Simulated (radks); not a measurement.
The numbers below are computed, except where a source is named.
Problem. Ionisation of neutral neon, [Ne], to [He] 2s2 2p5 as the strength of local exchange is varied. Level of theory: non-relativistic Kohn-Sham, Slater X-alpha exchange (alpha = 2/3 is LDA exchange), no correlation, spin-polarised, spherical densities, point nucleus (a radial shooting solver on a logarithmic mesh with Libxc functionals).

alpha  E(Ne) (hartree)  exchange (hartree)  IE (eV)  -e of the level emptied (eV)  <r> of it (bohr)
0.666       -127.47980           -10.92529   20.494                   12.044 (2p)            0.9900
0.667       -127.49621           -10.94299   20.514                   12.062 (2p)            0.9897
0.705       -128.12105           -11.61846   21.273                   12.747 (2p)            0.9800
0.778       -129.32926           -12.93155   22.768                   14.106 (2p)            0.9620
?           -126.18993            -9.53904   18.959                   10.670 (2p)             1.011

Which alpha was used in the last row?

Solution. alpha = 0.587. NIST Atomic Spectra Database: 21.565 eV (measured). The Delta-SCF value meets it near alpha = 0.72. Open shells are spherical and high-spin; term and fine-structure splittings are not resolved.
